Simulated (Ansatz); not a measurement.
Geometry optimisation, RKS PBE/def2-SVP in Ansatz 0.2.0.

Input:

```yaml
crystal:
  periodic: [false, false, false]
  atoms:
    - { symbol: B, position_ang: [-0.7482, 1.0842, 0.4945] }
    - { symbol: C, position_ang: [0.266, -0.4597, 0.6614] }
    - { symbol: C, position_ang: [0.2907, -1.4197, -0.5371] }
    - { symbol: F, position_ang: [-1.8477, 0.8975, -0.244] }
    - { symbol: F, position_ang: [-0.8861, 1.7749, 1.6178] }
    - { symbol: H, position_ang: [0.6284, 0.6519, -0.1104] }
    - { symbol: O, position_ang: [0.4518, 1.8464, -0.5241] }
    - { symbol: H, position_ang: [-0.3654, -0.9096, 1.4346] }
    - { symbol: H, position_ang: [1.2465, -0.3667, 1.1362] }
    - { symbol: H, position_ang: [0.5154, -2.4365, -0.2156] }
    - { symbol: H, position_ang: [-0.6809, -1.433, -1.0283] }
    - { symbol: H, position_ang: [1.0392, -1.134, -1.2745] }
    - { symbol: H, position_ang: [0.0902, 1.9041, -1.4105] }
basis:
  gaussian: { orbitals: def2-SVP }
hamiltonian:
  xc: pbe
relax:
  f_tol: 0.15
  max_steps: 25
  restrain:
    - { distance: [0, 6], at: 1.5, k: 30.0 }
    - { distance: [5, 1], at: 1.07, k: 30.0 }
    - { distance: [0, 1], at: 2.9, k: 30.0 }
    - { distance: [5, 6], at: 2.27, k: 30.0 }
output:
  orbitals: {}
```

Launched with:

```bash
$ ansatz run input.yaml --threads 4 --pin off --max-ram 5120MiB --backend cpu --events-out ev --progress --plain --runs-dir out
```

Question: Where does it end, and by what steps?

Answer: The run converged. The restraints hold the end off the free minimum. After 9 steps the energy has fallen by 2.247 eV (the restraints' own energy left out); O7 moved furthest, 0.73 Å. Joined: C2–H6 (1.40 → 1.09 Å).

| step | energy less start (eV) | largest force component (eV/Å) | accepted |
| --- | --- | --- | --- |
| 0 | 0.0000 | 2.084 | yes |
| 1 | 0.1476 | 2.840 | yes |
| 2 | -0.2908 | 2.716 | yes |
| 3 | -0.8393 | 2.630 | yes |
| 4 | -1.7214 | 3.983 | yes |
| 5 | -2.0577 | 2.070 | yes |
| 6 | -2.1808 | 1.658 | yes |
| 7 | -2.2030 | 1.915 | yes |
| 8 | -2.2430 | 1.625 | yes |
| 9 | -2.2469 | 1.718 | yes |

```xyz
13
Properties=species:S:1:pos:R:3
B -1.018 1.715 0.286
C 0.638 -0.652 0.604
C 0.366 -1.627 -0.545
F -1.866 0.914 -0.361
F -1.171 1.930 1.586
H 0.773 0.366 0.233
O 0.017 2.416 -0.405
H -0.185 -0.658 1.346
H 1.568 -0.911 1.150
H 0.266 -2.671 -0.184
H -0.576 -1.369 -1.072
H 1.185 -1.613 -1.294
H 0.002 2.162 -1.345
```

Run time: 24 s on 4 threads of Arm Neoverse N1 (shared host), peak memory 0.16 GiB.
